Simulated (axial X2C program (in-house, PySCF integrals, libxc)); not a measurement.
# Which molecule has these constants?

Computed with an in-house all-electron X2C program for linear molecules (integrals from PySCF), spin-free (one-electron X2C) or two-component (2c: spin–orbit coupling with atomic mean-field Coulomb and Gaunt terms, which also bring small scalar terms), in Dyall basis sets with cores contracted in-house; open shells are unrestricted.

A two-component CCSD(T) calculation in a Dyall 3-zeta basis gave Re = 2.818 Å, ωe = 239.3 cm⁻¹, De = 0.59 eV, Ω = 0.

Task: Which molecule is it?
A. LiCd⁺
B. LiZn⁺
C. LiHg⁺

Result: A. The others have LiZn⁺ 2.718 Å and 246.3 cm⁻¹ (Ω = 0); LiHg⁺ 2.712 Å and 247.1 cm⁻¹ (Ω = 0).

Frozen shells (counts by l): LiCd⁺ Cd 4s3p1d, Li 1s, 12 electrons correlated; LiZn⁺ Zn 3s2p, Li 1s, 12 electrons correlated; LiHg⁺ Hg 5s4p2d1f, Li 1s, 12 electrons correlated. Coupled cluster in natural virtuals with an MP2 remainder. Where the outer core of a metal is frozen, bonds come out longer and ionisation energies lower.

Each entry is the lowest single determinant of a limited PBE0 search at one distance. De goes to single-determinant-based atoms at the same level (for ions the charge split of lowest energy) and is withheld (n/a) where an atom does not fit its ground term or J level. Main or longest-lived isotopes.
